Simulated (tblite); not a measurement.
C4H10F2Si2.
Atom-mapped SMILES: `[F:1][CH:2]([F:3])[C@@H:4]1[CH2:5][C@H:6]1[SiH2:7][SiH3:8]` (hydrogens: H9 on C2; H10 on C4; H11, H12 on C5; H13 on C6; H14, H15 on Si7; H16, H17, H18 on Si8)

Computed with GFN2-xTB (tblite), gas phase: L-BFGS steps from a force-field or distance-geometry start until the largest atomic force falls under 0.01 eV/Å.

Geometry at step 4:
```
atom  x, y, z in Å
F1     -1.6926   -2.1779    0.4615
C2     -2.2420   -0.9816    0.1160
F3     -3.3383   -0.8446    0.9152
C4     -1.2748    0.1315    0.3670
C5     -1.3554    1.4051   -0.4083
C6     -0.1977    0.4767   -0.6288
Si7     1.5414    0.9014    0.0018
Si8     2.8371   -0.9886    0.1746
H9     -2.5979   -1.0665   -0.9231
H10    -1.0485    0.1835    1.4237
H11    -2.1069    1.5026   -1.1763
H12    -1.1805    2.3140    0.1414
H13    -0.2294   -0.0868   -1.5590
H14     2.0958    1.8693   -0.9505
H15     1.3645    1.5857    1.2831
H16     2.9349   -1.6658   -1.1164
H17     4.1897   -0.6218    0.5933
H18     2.2918   -1.9298    1.1399
```

Question: What forces act on the atoms?

Answer: 
```tsv
atom	Fx (eV/Å)	Fy (eV/Å)	Fz (eV/Å)
F1	-0.013	-0.043	-0.033
C2	-0.079	-0.031	-0.037
F3	0.028	-0.035	-0.087
C4	0.044	-0.062	-0.013
C5	0.070	0.007	0.015
C6	-0.045	-0.027	0.019
Si7	-0.094	-0.065	-0.098
Si8	-0.006	0.062	-0.050
H9	0.039	0.030	0.017
H10	0.138	0.114	0.060
H11	-0.044	-0.039	-0.027
H12	0.012	0.121	0.004
H13	-0.041	0.025	0.117
H14	-0.051	0.112	-0.012
H15	-0.060	0.129	0.054
H16	0.057	-0.086	-0.040
H17	0.042	-0.057	0.009
H18	0.004	-0.153	0.101
```

The largest, 0.19 eV/Å, acts on H10 (H18 within 3 % of it); the rms over all components is 0.065 eV/Å. The forces sum to zero within rounding, as they must for an isolated molecule in no field.

Question: Give the force on H10 in Eh/bohr and in nN.

Answer: 0.189 eV/Å ÷ 51.422 = 0.00367 Eh/bohr, and 0.189 eV/Å × 1.602 = 0.30 nN.

Question: How far is this geometry from the end of the optimisation?

Answer: 0.026 eV above it, and 0.049 Å rms away after alignment. The bonds farthest from their final lengths, with half the difference of the two atoms' forces along the bond (positive lengthens):

```
   bond  now (Å)  final (Å)  force along bond (eV/Å)
Si7–Si8    2.298      2.312                    -0.03
Si8–H18    1.454      1.464                    +0.12
Si7–H15    1.463      1.472                    +0.11
Si8–H16    1.461      1.466                    +0.03
Si7–H14    1.467      1.472                    +0.04
 C6–Si7    1.898      1.893                    -0.05
```

The angle farthest from its final value is C2–C4–H10, 109.6° against 112.5°.

Of the 2 listed bonds off by 0.010 Å or more, this force points towards the final length in 1.

What follows is the cost of the whole relaxation. Hardware: an Arm Neoverse V1 with one thread (shared host). Cost: 0.41 s of wall time.
